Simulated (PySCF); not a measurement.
## [OsO2(OH)2]2+ at several levels of theory

Computed with PySCF 2.14.0 (density fitting, no spin-orbit coupling) at the geometry relaxed with PBE:

```xyz
7
[OsO2(OH)2]2+ (singlet)
Os    0.0000    0.0000   -0.1426
O     0.9363    0.9660    0.8624
O    -0.9363   -0.9660    0.8624
O     1.1107   -0.9647   -1.1606
H     1.3787   -1.9127   -1.4016
O    -1.1107    0.9647   -1.1606
H    -1.3787    1.9127   -1.4016
```

```json
{"level": "PBE", "basis": "Os def2-SVP with ECP60, O def2-SVP, H def2-SVP", "state": "singlet", "HOMO (eV)": "-21.64", "gap (eV)": "3.31", "charge on Os1 (e)": "1.54", "dipole about the centre of mass (D)": "3.56", "largest force component (eV/Å)": "0.02"}
{"level": "revPBE", "basis": "the same", "state": "singlet", "HOMO (eV)": "-21.58", "gap (eV)": "3.31", "charge on Os1 (e)": "1.57", "dipole about the centre of mass (D)": "3.52", "largest force component (eV/Å)": "0.16"}
{"level": "BLYP", "basis": "the same", "state": "singlet", "HOMO (eV)": "-21.49", "gap (eV)": "3.29", "charge on Os1 (e)": "1.54", "dipole about the centre of mass (D)": "3.56", "largest force component (eV/Å)": "0.43"}
{"level": "wB97X", "basis": "the same", "state": "singlet", "HOMO (eV)": "-25.75", "gap (eV)": "9.89", "charge on Os1 (e)": "1.71", "dipole about the centre of mass (D)": "3.37", "largest force component (eV/Å)": "1.84"}
{"level": "TPSS", "basis": "the same", "state": "singlet", "HOMO (eV)": "-21.76", "gap (eV)": "3.42", "charge on Os1 (e)": "1.65", "dipole about the centre of mass (D)": "3.57", "largest force component (eV/Å)": "0.06"}
{"level": "PBE", "basis": "Os def2-TZVP with ECP60, O def2-TZVP, H def2-TZVP", "state": "singlet", "HOMO (eV)": "-21.46", "gap (eV)": "3.32", "charge on Os1 (e)": "1.65", "dipole about the centre of mass (D)": "3.47", "largest force component (eV/Å)": "0.25"}
```

Charges are Mulliken's, which hang on the basis. The relaxation used the grid (50, 194), these runs (75, 302) or, all-electron (x2c bases, spin-free X2C Hamiltonian), (99, 590).

Task: What does PBE with Os x2c-SVPall, O x2c-SVPall, H x2c-SVPall give here?

Result: state singlet, HOMO (eV) -21.76, gap (eV) 3.21, charge on Os1 (e) 1.43, dipole about the centre of mass (D) 3.52, largest force component (eV/Å) 0.53. Time: 29 s on 2 threads of Arm Neoverse V1 (shared host), from free ions and atoms.

In the first row's basis the gap widens with exact exchange: 3.3 to 3.4 eV for BLYP, revPBE, PBE, TPSS (none); 9.9 eV for wB97X (rising or full at long range).
